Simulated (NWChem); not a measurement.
The numbers come from NWChem runs, not from measurements. System: bicarbonate (CHO3 (-1)), charge -1, spin multiplicity 1, at a geometry optimised with PBE/def2-SVP. Level: RHF/aug-cc-pVDZ.

Input file:

```
start mol
memory heap 200 mb stack 900 mb global 1100 mb
charge -1
geometry units angstroms nocenter noautoz
  O      0.601646     1.143856     0.000000
  C     -0.040969    -0.170844     0.000000
  O     -1.299327    -0.100930     0.000000
  O      0.753412    -1.127646     0.000000
  H     -0.200030     1.702828     0.000000
  symmetry group Cs
end
basis spherical
  * library aug-cc-pvdz
end
scf
  rhf
  nopen 0
  maxiter 100
  thresh 1e-7
  semidirect memsize 60000000 filesize 0
end
task scf energy
```

Part of the output:

```
             Northwest Computational Chemistry Package (NWChem) 7.3.0
             --------------------------------------------------------

                                NWChem Input Module
                                -------------------

 Scaling coordinates for geometry "geometry" by  1.889725989
 (inverse scale =  0.529177249)

 Turning off AUTOSYM since
 SYMMETRY directive was detected!

                             Geometry "geometry" -> ""
                             -------------------------

 Output coordinates in angstroms (scale by  1.889725989 to convert to a.u.)

  No.       Tag          Charge          X              Y              Z
 ---- ---------------- ---------- -------------- -------------- --------------
    1 O                    8.0000     0.60164600     1.14385600     0.00000000
    2 C                    6.0000    -0.04096900    -0.17084400     0.00000000
    3 O                    8.0000    -1.29932700    -0.10093000     0.00000000
    4 O                    8.0000     0.75341200    -1.12764600     0.00000000
    5 H                    1.0000    -0.20003000     1.70282800     0.00000000

 Effective nuclear repulsion energy (a.u.)     111.9160349469

            Nuclear Dipole moment (a.u.)
            ----------------------------
        X                 Y               Z
 ---------------- ---------------- ----------------
     0.0000075589     0.0000075589     0.0000000000

      Symmetry information
      --------------------

 Group name             Cs
 Group number              2
 Group order               2
 No. of unique centers     5

      Symmetry unique atoms

     1    2    3    4    5


 Summary of "ao basis" -> "" (spherical)
 ------------------------------------------------------------------------------
       Tag                 Description            Shells   Functions and Types
 ---------------- ------------------------------  ------  ---------------------
 *                        aug-cc-pvdz                 on all atoms

 Summary of "ao basis" -> "ao basis" (spherical)
 ------------------------------------------------------------------------------
[...]
              MO Center= -2.6D-01, -5.8D-01, -1.1D-17, r^2= 2.0D+00
   Bfn.  Coefficient  Atom+Function         Bfn.  Coefficient  Atom+Function
  ----- ------------  ---------------      ----- ------------  ---------------
    53      0.430428  3 O  pz                76     -0.429138  4 O  pz
    56      0.329273  3 O  pz                79     -0.322665  4 O  pz

 Vector   17  Occ=0.000000D+00  E= 1.579519D-01  Symmetry=a'
              MO Center= -6.0D-01,  3.3D+00, -2.7D-15, r^2= 1.1D+01
   Bfn.  Coefficient  Atom+Function         Bfn.  Coefficient  Atom+Function
  ----- ------------  ---------------      ----- ------------  ---------------
    27      3.995792  2 C  s                 95     -3.302275  5 H  s
    35      1.251925  2 C  py                50     -1.061511  3 O  s
    12      0.900941  1 O  py                 4     -0.578835  1 O  s
    26      0.542044  2 C  s                 94     -0.412423  5 H  s
    57     -0.338594  3 O  px                32      0.231590  2 C  py

 Vector   18  Occ=0.000000D+00  E= 2.362003D-01  Symmetry=a"
              MO Center= -9.2D-02, -1.9D-01,  9.7D-15, r^2= 1.4D+01
   Bfn.  Coefficient  Atom+Function         Bfn.  Coefficient  Atom+Function
  ----- ------------  ---------------      ----- ------------  ---------------
    36      2.569146  2 C  pz                82     -0.853718  4 O  pz
    59     -0.812626  3 O  pz                13     -0.660445  1 O  pz

 Vector   19  Occ=0.000000D+00  E= 2.363673D-01  Symmetry=a'
              MO Center= -1.0D+00, -6.5D-01,  1.1D-14, r^2= 1.5D+01
   Bfn.  Coefficient  Atom+Function         Bfn.  Coefficient  Atom+Function
  ----- ------------  ---------------      ----- ------------  ---------------
    50      2.890389  3 O  s                 34      2.384383  2 C  px
     4     -2.127858  1 O  s                 35      1.564728  2 C  py
    27     -1.178966  2 C  s                 26     -0.784235  2 C  s
    31      0.776826  2 C  px                80     -0.664909  4 O  px
    94      0.534904  5 H  s                 58     -0.460128  3 O  py

 center of mass
 --------------
 x =   0.00614047 y =  -0.05233210 z =   0.00000000

 moments of inertia (a.u.)
 ------------------
         159.467549058328           2.633877774568           0.000000000000
           2.633877774568         149.742686403196           0.000000000000
           0.000000000000           0.000000000000         309.210235461524

  Mulliken analysis of the total density
  --------------------------------------

    Atom       Charge   Shell Charges
 -----------   ------   -------------------------------------------------------
    1 O    8     8.72   2.00  0.83  0.97  0.12  2.79  1.84  0.14  0.01  0.01
    2 C    6     4.76   2.01  0.69  0.05 -0.06  1.76  0.04 -0.04  0.33 -0.02
    3 O    8     8.84   2.00  0.82  1.00  0.12  2.79  1.89  0.18  0.02  0.02
    4 O    8     8.82   2.00  0.82  1.01  0.13  2.80  1.85  0.17  0.02  0.02
    5 H    1     0.85   0.71  0.03  0.00  0.08  0.03

       Multipole analysis of the density wrt the origin
       ------------------------------------------------

     L   x y z        total         open         nuclear
     -   - - -        -----         ----         -------
     0   0 0 0     -1.000000      0.000000     31.000000

     1   1 0 0     -0.085099      0.000000      0.000008
     1   0 1 0      1.104703      0.000000      0.000008
     1   0 0 1     -0.000000      0.000000      0.000000

     2   2 0 0    -25.378602      0.000000     74.967169
     2   1 1 0     -0.407943      0.000000     -1.930437
     2   1 0 1     -0.000000      0.000000      0.000000
     2   0 2 0    -21.237215      0.000000     84.977691
     2   0 1 1     -0.000000      0.000000      0.000000
     2   0 0 2    -17.968680      0.000000      0.000000

 Task  times  cpu:        2.1s     wall:        2.1s

 Total times  cpu:        2.1s     wall:        2.1s
```
